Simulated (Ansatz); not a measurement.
`[SiH3][SnH2][SH]`, relaxed with RKS PBE-D4/def2-SVP in Ansatz from a rough embedded geometry. The force threshold is 0.03 eV/Å; the program also tests the step.

The species carries charge 0 and has multiplicity 1. Sn: def2 effective core potential.

Start:

```xyz
9

Si    0.712    1.153    0.963
Sn    0.035   -0.707   -0.477
S    -2.291   -0.455   -1.047
H     0.511    2.400    0.308
H     2.154    1.071    1.351
H    -0.099    1.187    2.247
H     0.286   -2.249    0.377
H     1.009   -0.727   -1.916
H    -2.317   -1.674   -1.806
```

By how much does the energy fall, and how many steps does the optimiser take? (An estimate is asked.)

The calculation gave: 24.43 kJ/mol, in 5 steps.

Which bonds change most? (Best estimate.)

Ansatz gave: Si1–Sn2 from 2.448 to 2.582 Å; Si1–H4 from 1.423 to 1.504 Å; S3–H9 from 1.436 to 1.363 Å; Sn2–S3 from 2.408 to 2.457 Å.

Give the relaxed structure. (Best estimate.)

The calculation gave: 
```xyz
9

Si    0.714    1.209    1.019
Sn    0.093   -0.789   -0.494
S    -2.281   -0.470   -1.042
H     0.487    2.502    0.286
H     2.167    1.106    1.395
H    -0.120    1.190    2.270
H     0.283   -2.315    0.309
H     1.013   -0.819   -1.963
H    -2.357   -1.614   -1.779
```
